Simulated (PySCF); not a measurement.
**How methods differ on the excitation energy of Tc+**

Tc+ [Kr] 4d5 5s1 (7S) → Tc+ [Kr] 4d6 (5D), as a difference of total energies. Calculation: PySCF 2.14, in def2-QZVPPD with the def2 core potential (28 electrons) (7s5p4d4f2g, 88 functions); scalar relativity through the core potential. Correlated levels: valence: 4s2 4p6 frozen. The calculations carry no spin-orbit coupling.

| method | excitation energy (cm⁻¹) |
| --- | --- |
| UHF | 12061 |
| MP2 (valence) | 5836.5 |
| SCS-MP2 (valence) | 651.76 |
| CCSD (valence) | 6036.9 |
| CCSD(T) (valence) | 5580.0 |
